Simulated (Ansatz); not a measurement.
C2H6B, SMILES `C[B-]C` (lower singlet) (charge -1, multiplicity 1). This singlet lies 0.67 eV below the relaxed triplet at the level frozen-core CCSD(T)/aug-cc-pVDZ // B3LYP-D3(BJ)/def2-TZVPD (Ansatz, an electronic-structure program).

Computed with HSE06/aug-cc-pVTZ // B3LYP-D3(BJ)/def2-TZVPD run with Ansatz.

Ansatz 0.2 input:
```yaml
crystal:
  periodic: [false, false, false]
  atoms:
    - { symbol: C, position_ang: [-1.304986, -0.102354, -0.024314] }
    - { symbol: B, position_ang: [0.012532, -0.783919, -0.583568] }
    - { symbol: C, position_ang: [1.307409, -0.014187, -0.089808] }
    - { symbol: H, position_ang: [-2.255574, -0.529395, -0.341429] }
    - { symbol: H, position_ang: [-1.269745, -0.155085, 1.08312] }
    - { symbol: H, position_ang: [-1.310156, 0.976697, -0.286373] }
    - { symbol: H, position_ang: [1.22066, 1.067777, -0.324942] }
    - { symbol: H, position_ang: [2.266177, -0.365391, -0.46926] }
    - { symbol: H, position_ang: [1.340138, -0.092509, 1.016059] }
basis:
  gaussian: { orbitals: aug-cc-pVTZ }
hamiltonian:
  xc: hse06
total_charge: -1
```

Output:

```
Functional definition: HSE06
1013 factors; their error is unknown
136 factors; integrals over basis functions are off by at most 2.0e-6 eV
mean field evaluation 1: about -2836.1745 eV, gradient 5.1e1 eV
mean field evaluation 2: about -2803.9256 eV, gradient 1.0e2 eV
mean field evaluation 4: about -2842.6215 eV, gradient 1.2e1 eV
mean field evaluation 8: about -2843.2472 eV, gradient 2.1e-1 eV
mean field evaluation 16: about -2843.2255 eV, gradient 2.1e-4 eV
mean field -2843.22554120 eV, -104.4866114315 hartree, gradient 4.2e-5 eV, S^2 0.000000; 1 other end points of the search recorded, 0 dependent functions left out
reference -2843.22557835 eV, -104.4866127970 hartree; 12, 12 occupied and 264, 264 virtual orbitals, 1013 factors
Total energy: -2843.22557835 eV, -104.4866127970 hartree
```
